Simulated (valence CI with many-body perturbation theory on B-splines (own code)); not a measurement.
The numbers below are computed, except where a source is named.
## Assign the levels of Ca¹²⁺

Level of theory: valence CI with perturbative core correlation (CI+MBPT): six valence electrons over a frozen Dirac-Fock core [He], a basis of 9 s, 9 p, 8 d, 6 f, 3 g, 1 h functions for each j, with the one-electron correlation potential Σ1 (screened to all orders), the two-electron term Σ2, the three-electron term Σ3, Breit, model QED; selected single and double excitations, second order for the rest, scaled by the run's own slope (own B-spline code, finite nucleus).

No measured spectrum was set against this ion. As an estimate, levels of excited configurations hold to 0.05 to 0.15 % of their energy, terms of the ground configuration to about 0.5 %. Among the levels kept, up to 3000 cm⁻¹ of a level comes from second order outside the variational space, and about a tenth of that is noise between levels of different J, which matters for small intervals.

| No. | J | Parity | E (× 10³ cm⁻¹) | g |
| --- | --- | --- | --- | --- |
| 1 | 2 | even | 0.00 | 1.485 |
| 2 | 1 | even | 24.47 | 1.499 |
| 4 | 2 | even | 88.41 | 1.013 |
| 6 | 2 | odd | 618.51 | 1.499 |
| 7 | 1 | odd | 638.53 | 1.496 |
| 9 | 1 | odd | 851.00 | 1.001 |
| 11 | 2 | odd | 3334.7 | 1.992 |
| 12 | 1 | odd | 3373.2 | 1.979 |
| 13 | 1 | odd | 3451.5 | 0.567 |
| 14 | 2 | odd | 3452.3 | 1.194 |
| 15 | 3 | odd | 3457.5 | 1.332 |
| 16 | 2 | odd | 3473.8 | 1.033 |
| 17 | 1 | even | 3495.1 | 2.476 |
| 18 | 2 | even | 3496.8 | 1.815 |

Energies count from the lowest level. Strongly mixed levels and levels close to another of their J and parity, and those with J = 0 are left out, so the numbers can have gaps.

(1) Give configuration and LS term of each level.

## Answers

(1) 1: 2s²2p⁴ ³P; 2: 2s²2p⁴ ³P; 4: 2s²2p⁴ ¹D; 6: 2s2p⁵ ³P°; 7: 2s2p⁵ ³P°; 9: 2s2p⁵ ¹P°; 11: 2s²2p³3s ⁵S°; 12: 2s²2p³3s ³S°; 13: 2s²2p³3s ³D°; 14: 2s²2p³3s ³D°; 15: 2s²2p³3s ³D°; 16: 2s²2p³3s ¹D°; 17: 2s²2p³3p ⁵P; 18: 2s²2p³3p ⁵P.
